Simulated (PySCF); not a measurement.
Computed properties of Sn(H)(vinyl)(OH)2 (C2H6O2Sn), SMILES [OH][SnH]([CH]=C)[OH]

Sn(H)(vinyl)(OH)2 (C2H6O2Sn), SMILES C=[CH][SnH]([OH])[OH]. Coordinates come from a B3LYP-D3(BJ)/def2-SVP optimisation. The structure was generated by enumeration; whether it is a known compound was not checked. The def2 effective core potentials stand for the cores of Sn; spin–orbit coupling is left out. One conformer was computed; it need not be the lowest. All values are computed for the isolated molecule unless a solvent is named; none is compared with measurement here.

**Structure.** All 27 harmonic modes at B3LYP-D3(BJ)/def2-SVP (PySCF) are real, so it is a minimum. With heavy atoms numbered as in [SnH:1]([OH:2])([OH:3])[CH:4]=[CH2:5], the shortest bond between them is C4–C5 at 1.337 Å and the longest Sn1–C4 at 2.136 Å.

**Vibrations.** The strongest infrared lines (harmonic, unscaled, degenerate partners summed) lie at 845 cm⁻¹ (153 km/mol, H 92 %), 1916 cm⁻¹ (139 km/mol, H 99 %), 193 cm⁻¹ (120 km/mol, H 79 %, O 19 %). The softest mode is at 40 cm⁻¹ and the zero-point energy is 46.6 kcal/mol.

**Electronic structure.** HF/def2-TZVP (PySCF) places the frontier levels at -10.84 and 2.43 eV, a gap of 13.27 eV, and gives a dipole moment of 1.64 D and a mean polarisability of 63.5 bohr³. PBE/def2-TZVP (PySCF) at the same geometry gives -6.63 and -1.87 eV, so its gap is 8.51 eV narrower. An orbital gap is neither the optical nor the fundamental gap.

**Excitations.** TDA-PBE0/def2-SVPD (PySCF) has S1 at 6.01 eV (206 nm, f = 0.019, weak); the most intense of the 10 singlets computed lies at 7.30 eV (f = 0.25). T1 (TDA) is at 4.23 eV, 1.78 eV under S1. TDA-PBE/def2-SVPD (PySCF) puts S1 at 4.87 eV. No vertical singlet excitation falls in the visible range (under 3.1 eV).
